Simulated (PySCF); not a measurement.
Potential energy curve for SMILES [SiH3][GeH3] (H6GeSi). The Si1–Ge5 bond (Si1 also carries H, H, H; Ge5 carries H, H, H) is stretched with both fragments frozen at the PBE0/def2-TZVP optimised geometry.

- UHF/cc-pVDZ (PySCF)
- UKS-B3LYP/3-21G = PySCF with unrestricted B3LYP/3-21G
- UKS-B3LYP/6-31G* = unrestricted B3LYP/6-31G*, spherical d (PySCF 2.14.0)

Energies are in eV, each relative to the lowest point of its own curve near equilibrium.

```tsv
R / Å	UHF	UKS-B3LYP/3-21G	UKS-B3LYP/6-31G*
1.89	2.880	2.462	2.524
2.00	1.540	1.293	1.326
2.16	0.466	0.377	0.382
2.26	0.147	0.114	0.113
2.32	0.047	0.035	0.032
2.38	0.000	0.000	0.000
2.45	0.000	0.005	0.010
2.55	0.078	0.076	0.094
2.61	0.158	0.146	0.172
2.79	0.499	0.433	0.491
2.91	0.777	0.665	0.743
3.25	1.603	1.368	1.486
3.59	2.035	2.029	2.159
3.91	2.205	2.537	2.634
4.25	2.282	2.830	2.885
4.72	2.322	3.008	3.028
5.25	2.335	3.081	3.082
5.83	2.340	3.107	3.101
6.42	2.341	3.114	3.106
7.12	2.342	3.116	3.108
8.28	2.342	3.116	3.109
```

At the longest distance, 8.28 Å, UKS-B3LYP/3-21G lies highest above its minimum (3.116 eV) and UHF lowest (2.342 eV).

The unrestricted determinant behind UHF is spin-contaminated at 3.25 to 8.28 Å (<S²> up to 1.0, against 0.00 for a pure singlet). The unrestricted determinant behind UKS-B3LYP/3-21G, UKS-B3LYP/6-31G* is spin-contaminated at 3.91 to 8.28 Å (<S²> up to 1.0, against 0.00 for a pure singlet).
